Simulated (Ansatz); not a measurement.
Ansatz (an electronic-structure program) input (B3LYP-D3(BJ)/def2-TZVP):

Ansatz 0.2 input:
```yaml
crystal:
  periodic: [false, false, false]
  atoms:
    - {symbol: B, position_ang: [0.64979006, 0.04683410, -0.05409687]}
    - {symbol: F, position_ang: [1.21058706, 1.19464473, -0.40911888]}
    - {symbol: F, position_ang: [1.48042419, -0.95476842, 0.19978906]}
    - {symbol: N, position_ang: [-0.72059797, -0.09588905, 0.04577047]}
    - {symbol: H, position_ang: [-1.35872180, 0.65489381, -0.14354838]}
    - {symbol: H, position_ang: [-1.16015976, -0.95732306, 0.31306427]}
basis:
  gaussian:
    orbitals: def2-TZVP
hamiltonian:
  xc: b3lyp
  dispersion: d3bj
relax: {f_tol: 0.002, max_steps: 150}
```

Output:

```
Functional definition: B3LYP
integrals: 0.04 GiB planned
724 factors; their error is unknown
mean field: 0.44 GiB planned
mean field evaluation 1: about -7633.0345 eV, gradient 7.0e1 eV
mean field evaluation 2: about -7625.4404 eV, gradient 9.1e1 eV
mean field evaluation 4: about -7640.8288 eV, gradient 4.4e0 eV
mean field evaluation 8: about -7640.8600 eV, gradient 1.2e-2 eV
mean field evaluation 16: about -7640.8799 eV, gradient 5.6e-5 eV
mean field -7640.87988626 eV, -280.7971566455 hartree, gradient 5.6e-5 eV, S^2 0.000000; 0 other end points of the search recorded, 0 dependent functions left out
the calculation of the forces begins
reference -7640.88009451 eV, -280.7971642986 hartree; 16, 16 occupied and 120, 120 virtual orbitals, 724 factors
relax step   1: F+E_penalty+E_count = -7640.99272249 eV  Δ(F+E_penalty+E_count) = +0.000e0 eV  max|allowed force component| = 5.567e-1 eV/Å  Δτ_max = 0.0000 Å  (27 SCF iters, accepted)
these checks for a lower state are left out or cut short: starts, cluster_reference, orbital_swaps, neighbouring_geometries, increment
integrals: 0.04 GiB planned
724 factors; their error is unknown
mean field: 0.44 GiB planned
mean field -7640.88882791 eV, -280.7974852452 hartree, gradient 1.1e-5 eV, S^2 0.000000; 0 other end points of the search recorded, 0 dependent functions left out
the calculation of the forces begins
reference -7640.88903618 eV, -280.7974928989 hartree; 16, 16 occupied and 120, 120 virtual orbitals, 724 factors
relax step   2: F+E_penalty+E_count = -7641.00150163 eV  Δ(F+E_penalty+E_count) = -8.779e-3 eV  max|allowed force component| = 2.112e-1 eV/Å  Δτ_max = 0.0088 Å  (30 SCF iters, accepted)
these checks for a lower state are left out or cut short: starts, cluster_reference, orbital_swaps, neighbouring_geometries, increment
integrals: 0.04 GiB planned
724 factors; their error is unknown
mean field: 0.44 GiB planned
mean field -7640.89064155 eV, -280.7975518952 hartree, gradient 1.1e-5 eV, S^2 0.000000; 0 other end points of the search recorded, 0 dependent functions left out
the calculation of the forces begins
reference -7640.89084975 eV, -280.7975595465 hartree; 16, 16 occupied and 120, 120 virtual orbitals, 724 factors
relax step   3: F+E_penalty+E_count = -7641.00326082 eV  Δ(F+E_penalty+E_count) = -1.759e-3 eV  max|allowed force component| = 4.153e-2 eV/Å  Δτ_max = 0.0072 Å  (30 SCF iters, accepted)
these checks for a lower state are left out or cut short: starts, cluster_reference, orbital_swaps, neighbouring_geometries, increment
integrals: 0.04 GiB planned
724 factors; their error is unknown
mean field: 0.44 GiB planned
mean field evaluation 32: about -7640.8672 eV, gradient 2.3e-1 eV
mean field -7640.89064913 eV, -280.7975521738 hartree, gradient 2.0e-5 eV, S^2 0.000000; 0 other end points of the search recorded, 0 dependent functions left out
the calculation of the forces begins
reference -7640.89085733 eV, -280.7975598250 hartree; 16, 16 occupied and 120, 120 virtual orbitals, 724 factors
relax step   4: F+E_penalty+E_count = -7641.00327094 eV  Δ(F+E_penalty+E_count) = -1.012e-5 eV  max|allowed force component| = 3.673e-2 eV/Å  Δτ_max = 0.0009 Å  (21 SCF iters, accepted)
these checks for a lower state are left out or cut short: starts, cluster_reference, orbital_swaps, neighbouring_geometries, increment
integrals: 0.04 GiB planned
724 factors; their error is unknown
mean field: 0.44 GiB planned
mean field -7640.88979311 eV, -280.7975207157 hartree, gradient 1.1e-5 eV, S^2 0.000000; 0 other end points of the search recorded, 0 dependent functions left out
the calculation of the forces begins
reference -7640.89000128 eV, -280.7975283658 hartree; 16, 16 occupied and 120, 120 virtual orbitals, 724 factors
relax step   5: F+E_penalty+E_count = -7641.00242209 eV  Δ(F+E_penalty+E_count) = +8.488e-4 eV  max|allowed force component| = 1.545e-1 eV/Å  Δτ_max = 0.0114 Å  (30 SCF iters, rejected (line search))
these checks for a lower state are left out or cut short: starts, cluster_reference, orbital_swaps, neighbouring_geometries, increment
integrals: 0.04 GiB planned
724 factors; their error is unknown
mean field: 0.44 GiB planned
mean field -7640.89073191 eV, -280.7975552161 hartree, gradient 1.1e-5 eV, S^2 0.000000; 0 other end points of the search recorded, 0 dependent functions left out
the calculation of the forces begins
reference -7640.89094008 eV, -280.7975628661 hartree; 16, 16 occupied and 120, 120 virtual orbitals, 724 factors
relax step   6: F+E_penalty+E_count = -7641.00338105 eV  Δ(F+E_penalty+E_count) = -1.101e-4 eV  max|allowed force component| = 3.529e-4 eV/Å  Δτ_max = 0.0023 Å  (30 SCF iters, accepted)
integrals: 0.04 GiB planned
724 factors; their error is unknown
mean field: 0.44 GiB planned
mean field evaluation 64: about -7640.8907 eV, gradient 4.2e-3 eV
mean field -7640.89073191 eV, -280.7975552161 hartree, gradient 4.8e-5 eV, S^2 0.000000; 1 other end points of the search recorded, 0 dependent functions left out
the calculation of the forces begins
reference -7640.89094008 eV, -280.7975628661 hartree; 16, 16 occupied and 120, 120 virtual orbitals, 724 factors
Total energy: -7641.00358922 eV, -280.8017026456 hartree
Atom 0 at     0.657835     0.048095    -0.054652 Å, force     0.000278     0.000110    -0.000019 eV/Å
Atom 1 at     1.208327     1.209775    -0.413364 Å, force    -0.000180     0.000050    -0.000043 eV/Å
Atom 2 at     1.480335    -0.970562     0.204245 Å, force    -0.000290    -0.000245     0.000048 eV/Å
Atom 3 at    -0.725134    -0.095905     0.045858 Å, force    -0.000292     0.000274     0.000193 eV/Å
Atom 4 at    -1.360926     0.658187    -0.144475 Å, force     0.000130    -0.000306    -0.000023 eV/Å
Atom 5 at    -1.159116    -0.961199     0.314247 Å, force     0.000353     0.000118    -0.000156 eV/Å
Dipole moment:    -0.567402    -0.059061     0.041344 e Å
```
